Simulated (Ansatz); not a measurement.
C2Ti, SMILES [C]1[C][Ti]1 (connectivity only; charge and spin as stated), neutral, multiplicity 3.

The structure is a stationary point at B3LYP-D3(BJ)/def2-TZVP. The spin state was assumed, not searched.

Two levels are set side by side: PBE/def2-TZVPD (Ansatz, a first-principles code) and CAM-B3LYP/def2-TZVPD (Ansatz). Energy differences of separate SCF runs at the same geometry; the states with an electron removed or added have multiplicity 2 and 4. Differences are taken from unrounded values.

| quantity | CAM-B3LYP |
|---|---|
| vertical ionisation energy (eV) | 7.59 |
| vertical electron affinity (eV) | 1.48 |

What does PBE give, and how far is it from CAM-B3LYP? (The exact figures need the calculation; the answer reports its results.)


```tsv
quantity	PBE	PBE minus CAM-B3LYP
vertical ionisation energy (eV)	7.32	-0.27
vertical electron affinity (eV)	1.45	-0.03
```
